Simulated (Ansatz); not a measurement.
```xyz
8

C     0.0000    0.0000   -0.6988
C     0.0000    0.0000    0.6988
H     0.0000   -0.9420   -1.0719
H    -0.8158    0.4710   -1.0719
H     0.8158    0.4710   -1.0719
H     0.0000    0.9420    1.0719
H    -0.8158   -0.4710    1.0719
H     0.8158   -0.4710    1.0719
```

Basis set: cc-pVDZ (spherical functions). Frozen core: 2 orbitals. Charge 0, multiplicity 1.

Computed with Ansatz (development build ahead of 0.2.0); each method stands on the lowest determinant of its kind that the runs found. Restricted open shells among the atoms or ions are ROHF, correlated in semicanonical orbitals with singles.

(1) Give the atomization energy at this shape (free ground-state atoms in the same class of orbitals less the molecule, no zero-point energy) of singlet C₂H₆ by RHF-MP2, RHF.

Results:

(1)

| method | atomization energy |
| --- | --- |
| RHF-MP2 | 27.67 eV |
| RHF | 22.65 eV |

Caution: no unrestricted run beside it, a lower state can exist; the shape is not the minimum.
